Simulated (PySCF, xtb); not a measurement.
Si(Cl)(OH)(SH)2 (ClH₃OS₂Si), SMILES Cl[Si](S)(S)O. Other conformers were not sampled.

Harmonic wavenumbers (cm⁻¹) from GFN2-xTB in xtb at its own minimum, in rising order: 82, 106, 121, 138, 174, 208, 224, 283, 401, 537, 541, 723, 727, 793, 902, 2463, 2479, 3620.

### Question
What does B3LYP-D3(BJ)/def2-SVP run with PySCF give at its own minimum? (Estimate from the structure and the level; the computed values follow.)

### Answer
121, 129, 183, 209, 218, 262, 266, 313, 424, 570, 578, 736, 763, 835, 924, 2663, 2665, 3848. Paired by order, the mean absolute difference is 66 cm⁻¹ and the zero-point energies are 20.8 and 22.5 kcal/mol.
